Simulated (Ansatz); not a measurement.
## Energy profile

The step: SiF₄ ([F][Si]([F])([F])[F]) + HBr → SiBrF₃ ([F][Si]([F])([F])[Br]) + HF; bonds formed: Si1–Br7, F2–H6; bonds broken: Si1–F2, H6–Br7 (atoms numbered as in the saddle structure below).

Si1  (-0.477, -0.214, -0.170)
F2  (0.906, -0.745, 0.790)
F3  (-0.260, -1.389, -1.192)
F4  (-1.456, -0.489, 1.029)
F5  (-1.365, 0.768, -1.047)
H6  (1.490, 0.340, 0.665)
Br7  (1.162, 1.728, -0.075)
(Å)

Electronic energies by CCSD(T) at an estimated basis limit (MP2 extrapolated from triple and quadruple zeta, plus CCSD(T) − MP2 in triple zeta), on PBE0-D4/def2-TZVP structures; SiHBrF$_{4}$, closed shell; no counterpoise correction. Program: Ansatz 0.2.0. Basis: def2-TZVPP and def2-QZVPP. Cores are frozen in the correlated methods. Filled d shells of the heavier atoms are correlated. The def2 sets are not built for correlating such inner shells, so the correlated values are less sure here. Extrapolation: Hartree–Fock as exp(−7.88 √X), correlation as X^−2.97.

(1) Give the profile in eV, counted from the separated reactants. (To be estimated.)

The T1 diagnostic stays at or below 0.012.

Results:

(1) By the calculation:
| point | eV |
| --- | --- |
| separated: SiF$_{4}$ (linked as [F][Si]([F])([F])[F]; Si1, F2, F3, F4, F5; singlet) + HBr (H6, Br7; singlet) | 0.000 |
| start structure | -0.049 |
| saddle | 1.828 |
| end structure | 0.571 |
| separated: SiBrF$_{3}$ (linked as [F][Si]([F])([F])[Br]; Si1, F3, F4, F5, Br7; singlet) + HF (F2, H6; singlet) | 0.629 |

For scale, one of the runs: CCSD(T)/def2-TZVPP, 228 basis functions, launched by `ansatz run in.yaml --threads 8 --pin off --events-out ev --progress --plain --max-ram 19148MiB`. Hardware: 8 CPU threads of an Arm Neoverse V2, shared host. Wall time 2 min; peak host memory 4.5 GiB.
